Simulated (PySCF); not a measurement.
CH3AlCl2O.

```xyz
8

Al     0.0920     0.1009    -0.0327
Cl     1.4068     1.6740    -0.3764
Cl    -1.1661     0.1320     1.6326
O      0.0654    -1.1796    -1.1113
C     -0.5858    -2.3927    -1.3150
H     -1.1123    -2.3862    -2.2845
H      0.1443    -3.2194    -1.3381
H     -1.3274    -2.6158    -0.5269
```

Coordinates come from a PBE0-D3(BJ)/def2-SVP optimisation. The structure was generated by enumeration; whether it is a known compound was not checked. One conformer was computed; it need not be the lowest.

These are HF/pcSseg-1 run with PySCF values and carry that method's errors. Non-relativistic, no solvent.

Computed absolute GIAO shielding of each atom: isotropic value and principal components (ppm):
```tsv
atom	σ(iso)	σ11	σ22	σ33	span
Al1	482.3	416.8	506.5	523.7	106.9
Cl2	1028.3	977.1	988.3	1119.4	142.3
Cl3	1024.7	962.4	1006.6	1105.1	142.7
O4	332.8	267.1	357.1	374.3	107.2
C5	141.8	116.8	121.2	187.4	70.6
H6	28.0	23.5	25.5	35.1	11.6
H7	28.0	23.5	25.5	35.1	11.6
H8	28.1	23.0	27.3	34.1	11.1
```
